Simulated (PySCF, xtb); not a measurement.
Si(F)(NH2)3 (FH6N3Si), SMILES N[Si](N)(N)F. One conformer was computed; it need not be the lowest.

Harmonic wavenumbers (cm⁻¹) from xtb with GFN2-xTB at its own minimum, in rising order: 128, 159, 188, 206, 223, 251, 272, 275, 502, 532, 554, 722, 795, 801, 818, 883, 947, 981, 1518, 1519, 1524, 3489, 3494, 3498, 3523, 3534, 3538.

Task: What does PBE0-D3(BJ)/def2-SVP (PySCF) give at its own minimum? (An estimate is asked for; the answer gives what the named calculation found.)

Result: 137, 208, 258, 261, 322, 330, 344, 355, 402, 428, 456, 746, 764, 811, 815, 892, 952, 987, 1528, 1537, 1538, 3626, 3628, 3632, 3729, 3730, 3739. Paired by order, the mean absolute difference is 72 cm⁻¹ and the zero-point energies are 49.9 and 51.7 kcal/mol.
